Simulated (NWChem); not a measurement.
WO3; SMILES [O]=[W](=[O])=[O]

```xyz
4

W      0.0000     0.0000     0.2977
O      1.5347    -0.4040    -0.3543
O     -1.1172    -1.1271    -0.3543
O     -0.4175     1.5311    -0.3543
```
Atoms are numbered in this order, from 1.

Level: PBE0/def2-SVP with def2 effective core potentials on W (NWChem), optimised geometry, unscaled harmonic frequencies. def2 effective core potentials on W; no spin-orbit coupling.

Question: List the harmonic frequencies with IR intensities, and the thermochemistry.

Answer: 
```
frequency (cm⁻¹)  IR intensity (km/mol)
----------------  ---------------------
307                                24.8
352                                 2.7
352                                 2.7
972                               171.3
972                               171.3
1049                                4.4
```

| Property | Result |
|---|---|
| zero-point energy | 5.7 kcal/mol |
| thermal correction to the enthalpy at 298.15 K (with zero-point energy) | 8.9 kcal/mol |
| heat capacity Cv | 11.9 cal/(mol K) |
| entropy at 298.15 K and 1 atm (symmetry number 3) | 69.0 cal/(mol K) |

Rigid rotor and harmonic oscillator.
